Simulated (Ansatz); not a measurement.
`C[O][Ge][F]` + H₂ → `[F][GeH]` + CH₃OH at 298.15 K and 1 bar (hydrogenolysis of a Ge–O bond).

Calculated with Ansatz (gas phase, PBE0-D4/def2-TZVP geometries, no zero-point term in ΔE). CCSD(T)/CBS adds triple-zeta CCSD(T) − MP2 to the extrapolated MP2 energy (def2 sets, frozen cores). This one scheme is used for every species. For Ge outer-core shells are correlated without core-valence functions, which leaves a few kJ/mol of doubt a bond. Scalar relativity is left out up to krypton. Each species was taken in one conformer, which may not be the lowest.

```json
{"species": "`C[O][Ge][F]`", "CCSD(T)/CBS energy (Eh)": "-2290.98541", "H − E (kJ/mol)": "132.0", "S (J/(mol·K))": "320.9"}
{"species": "H₂", "CCSD(T)/CBS energy (Eh)": "-1.17544", "H − E (kJ/mol)": "35.1", "S (J/(mol·K))": "130.4"}
{"species": "`[F][GeH]`", "CCSD(T)/CBS energy (Eh)": "-2176.50038", "H − E (kJ/mol)": "30.3", "S (J/(mol·K))": "252.4"}
{"species": "CH₃OH", "CCSD(T)/CBS energy (Eh)": "-115.61712", "H − E (kJ/mol)": "146.3", "S (J/(mol·K))": "238.2"}
```

H − E and S are ideal-gas, rigid-rotor, harmonic terms from PBE0-D4/def2-TZVP, for one conformer and one mirror image of each species. The MP2-based limit puts H₂ 0.8 mEh under its directly extrapolated value; such offsets cancel only in part. 1 Eh = 2625.50 kJ/mol, R = 8.31446 J/(mol·K).

Problem. By hand: ΔE, ΔH, ΔS and ΔG.

Solution. ΔE = (-2176.50038) + (-115.61712) − (-2290.98541) − (-1.17544) = 0.04335 Eh = 113.8 kJ/mol. Δ(H − E) = 30.3 + 146.3 − 132.0 − 35.1 = 9.5, so ΔH = 123.3 kJ/mol. ΔS = 252.4 + 238.2 − 320.9 − 130.4 = 39.3 J/(mol·K). ΔG = 123.3 − 298.15 × (39.3)/1000 = 111.6 kJ/mol.

Problem. By hand: the equilibrium constant, and the temperature at which ΔG would vanish if ΔH and ΔS stayed fixed.

Solution. log₁₀ K = −ΔG/(RT ln 10) = -19.6. ΔG = 0 at ΔH/ΔS = 3137 K, far beyond where these terms or the molecules hold.

ΔH outweighs TΔS. A doubt of 5 kJ/mol in ΔE shifts log₁₀ K by 0.9 here. Other conformers and mirror images would add mixing entropy, several J/(mol·K) or more a flexible species. These are equilibria of isolated gas molecules and say nothing of rates. Largest T1 diagnostic: 0.015 (customary marks: 0.02 for closed shells, 0.045 for open ones).
